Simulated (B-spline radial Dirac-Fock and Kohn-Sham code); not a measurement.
# Levels of muonic ¹⁸⁷Os

Nucleus: ¹⁸⁷Os, Fermi distribution (skin thickness 2.3 fm), rms radius 5.3933 fm (measured, Angeli and Marinova 2013).

Level of theory: the Dirac equation of a negative muon with reduced mass in the field of a spherical finite nucleus, with the Uehling potential to all orders; nuclear polarisation, deformation, hyperfine structure, self-energy, higher-order vacuum polarisation, relativistic recoil and electron screening are left out; a radial finite-basis atomic code. For strongly deformed nuclei the low levels mix with nuclear rotations, which this model lacks.

```
 level  binding (keV)  point nucleus, no QED (keV)  vacuum polarisation (keV)  ⟨r⟩ (fm)
 1s1/2           9545                        17730                     61.278       8.5
 2s1/2           3165                         4529                     16.868      25.7
 2p1/2           4162                         4529                     27.620      16.4
 2p3/2           4008                         4141                     25.435      17.2
 3s1/2           1538                         1968                      6.425      53.1
 3p1/2           1845                         1968                      9.084      41.1
 3p3/2           1805                         1853                      8.618      42.0
 3d3/2           1859                         1853                      8.553      33.9
 3d5/2           1827                         1820                      8.075      34.8
 4d3/2           1043                         1040                      3.679      68.4
 4d5/2           1030                         1027                      3.497      69.5
 4f5/2           1030                         1027                      3.040      59.3
 4f7/2           1023                         1020                      2.965      60.0
 5f5/2          658.5                        657.0                      1.516     104.2
 5f7/2          655.1                        653.6                      1.479     104.9
 5g7/2          654.9                        653.6                      1.264      91.5
 5g9/2          652.8                        651.6                      1.247      92.0
 6g7/2          454.7                        454.0                      0.693     146.6
 6g9/2          453.5                        452.8                      0.684     147.1
 6h9/2          453.4                        452.8                      0.571     130.3
6h11/2          452.6                        452.1                      0.566     130.7
```

Q: By how much does the finite nuclear size lower the 1s binding energy?

A: By 8244 keV, 46.50 % of the point-nucleus value (point value plus vacuum polarisation less the binding energy). The 1s orbit has ⟨r⟩ = 8.5 fm.

Values without a named source are computed, but for edge energies of neutral atoms, which are taken from tables.
